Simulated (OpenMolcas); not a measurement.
An atom or ion with 71 electrons was computed by SS-CASPT2, IPEA 0.25 Eh, imaginary shift 0.1 Eh with spin-orbit coupling (OpenMolcas, ANO-RCC-VTZP, DKH2). The lowest levels that the run gave, each within 12 % of the measured value where one is at hand:

```tsv
J	Parity	E (cm-1)	g
3/2	even	0.0	0.455
5/2	even	3610	1.035
7/2	even	6920	1.212
9/2	even	9540	1.268
3/2	even	11300	1.405
1/2	even	12950	2.031
7/2	even	16140	0.922
9/2	even	16970	1.046
5/2	even	18080	1.563
3/2	even	19920	1.218
1/2	even	20500	1.305
11/2	even	23200	1.091
```

Problem. Which ion is it, and what are the configurations and terms?

Solution. W³⁺ (Z = 74, charge +3; active space 3 electrons in 5 orbitals (5d)). J, parity and g give the terms where levels are pure, and mixed ones are named by the computed weights; the size of the splittings, set against known spectra of the 71-electron sequence, gives the charge. In order, with the measured energies in cm-1 (the list in J. Phys. B 45, 035001 (2012)): 5d3 4F 3/2, 5d3 4F 5/2 (3537), 5d3 4F 7/2 (6745), 5d3 4F 9/2 [74 %] (9256), 5d3 4P 3/2 [46 %], 5d3 4P 1/2 [68 %] (11773), 5d3 2G 7/2 (15261), 5d3 2H 9/2 [54 %], 5d3 4P 5/2 (17190), 5d3 2D 3/2(1) [45 %], 5d3 2P 1/2 [68 %] (18365), 5d3 2H 11/2 (22223).

CASPT2 breaks the degeneracy within a term, and the mean is taken; among the terms shown or strongly mixed into the levels shown the widest spread is 2100 cm-1 (5d3 2H). Terms from blocks run as CI alone lack orbitals of their own. The CASPT2 spread within a term exceeds the gap to the next term for 5d3 2P and 5d3 2H, 5d3 2H and 5d3 2D(1), so the order of their levels is uncertain. Measured partners are found by configuration, term and J. A level has none where our copy of the source lacks it or the pairing is in doubt (some pairs that miss far off the trend of their configuration count as doubtful), and it then counts in no deviation. Levels of configurations outside the active space are missing.

A share in square brackets marks a mixed level and gives the weight of the term that names it. A number in round brackets counts repeated terms of one configuration in the order of the reference energies.
